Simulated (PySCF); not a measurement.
Gas-phase reaction: W₂O₆ + 4 F₂ = 2 WO₂F₂ + 2 F₂O, at 1000 K and a standard pressure of 1 bar. Level: ωB97M-V/def2-TZVP†.

Energies from PySCF, thermal terms from the rigid-rotor harmonic-oscillator model, ideal gas at 1 bar. † marks an energy on the PBE0/def2-TZVP geometry and frequencies. All species are closed-shell singlets. W: scalar-relativistic def2 core potential, no spin-orbit coupling. W₂O₆, WO₂F₂: computed as isolated molecules; such fragments, hydroxides, amides, oligomers or adducts are transient or little studied in the gas. The harmonic model lacks anharmonicity and excited electronic states, which grow with temperature; levels with a mode under 35 cm⁻¹ are left out. Soft modes under 120 cm⁻¹ make the harmonic entropy rough for W₂O₆.

```csv
species,E (Ha),H(1000 K) − E (kJ/mol),S°(1000 K) (J/mol/K)
W₂O₆,-585.78301,192.2,587.3
F₂,-199.55093,39.1,242.2
WO₂F₂,-417.42907,113.1,434.8
F₂O,-274.71943,61.4,305.6
```
E: electronic energy; H − E holds the zero-point and thermal terms. 1 Ha = 2625.5 kJ/mol.

### Question
Work out ΔH°, ΔS°, ΔG° and log10 K from these numbers.

### Answer
1. ΔE = 2×(-417.42907) + 2×(-274.71943) − 1×(-585.78301) − 4×(-199.55093) = -0.31027 Ha = -814.6 kJ.
2. Δ(H − E) = 2×(113.1) + 2×(61.4) − 1×(192.2) − 4×(39.1) = 0.4 kJ, so ΔH° = -814.2 kJ.
3. ΔS° = 2×(434.8) + 2×(305.6) − 1×(587.3) − 4×(242.2) = -75.3 J/K; the number of gas molecules changes by -1.
4. ΔG° = ΔH° − TΔS° = -814.2 − 1000×(-75.3)/1000 = -738.9 kJ.
5. log10 K = −ΔG°/(RT ln 10) = 38.61, with RT ln 10 = 19.14 kJ/mol; at standard pressures the products are favoured.
6. A shift of 10 kJ in ΔE would move log10 K by 0.52 here.
For scale, ΔH°(298 K) is -812 kJ at this level, -822 kJ at ωB97X-V/def2-TZVP†, and runs from -881 to -756 kJ over the 17 levels computed.
